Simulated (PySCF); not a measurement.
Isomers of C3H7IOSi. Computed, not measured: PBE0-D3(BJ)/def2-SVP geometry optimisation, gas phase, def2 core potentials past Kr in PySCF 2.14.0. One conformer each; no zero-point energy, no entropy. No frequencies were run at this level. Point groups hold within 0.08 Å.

Problem. Rank from lowest to highest electronic energy at this level (kcal/mol).
A. `[I:1][Si@H:2]1[CH2:3][CH2:4][CH2:5][O:6]1` with I1–Si2–C3–C4 90°, Si2–C3–C4–C5 38°, C3–C4–C5–O6 -38°, C4–C5–O6–Si2 17°
B. `[CH2:1]=[C:2]([I:3])[CH2:4][SiH2:5][OH:6]` with C1–C2–C4–Si5 109°, C2–C4–Si5–O6 77°, C4–Si5–O6–H -52°

Solution. A (0.0), B (43.7).

As drawn, the higher has an O–H bond and a C=C bond outside aromatic rings, which the lower lacks.

```
        SMILES      E (Eh)  E rel (kcal/mol)  dipole (D)  point group       A, B, C (MHz)
 I[Si@H]1CCCO1  -780.47774               0.0        2.85           C1  3951, 796.8, 771.8
C=C(I)C[SiH2]O  -780.40806              43.7        1.75           C1  2367, 973.8, 727.3
```
